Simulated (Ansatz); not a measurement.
One change: `CCOC(=O)OC` becomes `BC(=O)OC`.

Ansatz, PBE0-D4/def2-TZVP geometries, multiplicity 1. Each molecule was computed in one conformer, which needn't be the lowest.

```csv
property,`CCOC(=O)OC`
LUMO energy (PBE/def2-TZVPP) / eV,0.06
HOMO energy (PBE0/def2-TZVPP) / eV,-8.37
LUMO energy (ωB97M-V/def2-TZVPP) / eV,2.78
size of the dipole moment (PBE/def2-TZVPP) / D,0.48
HOMO energy (PBE/def2-TZVPP) / eV,-6.62
HOMO energy (ωB97M-V/def2-TZVPP) / eV,-10.85
```

(1) Give the same properties after the change, and the shifts. (Best estimate.)

Results:

(1) Computed: 
| property | `BC(=O)OC` | shift |
| --- | --- | --- |
| LUMO energy (PBE/def2-TZVPP) / eV | -2.82 | -2.88 |
| HOMO energy (PBE0/def2-TZVPP) / eV | -8.07 | 0.30 |
| LUMO energy (ωB97M-V/def2-TZVPP) / eV | 0.13 | -2.65 |
| size of the dipole moment (PBE/def2-TZVPP) / D | 1.95 | 1.47 |
| HOMO energy (PBE/def2-TZVPP) / eV | -6.64 | -0.02 |
| HOMO energy (ωB97M-V/def2-TZVPP) / eV | -10.45 | 0.40 |

With PBE0 the HOMO rises by 0.30 eV and the LUMO falls by 3.02 eV, so the gap narrows by about 3.32 eV. PBE moves the HOMO by -0.02 eV and ωB97M-V by 0.40 eV. Dipoles are sizes alone; their direction can turn.
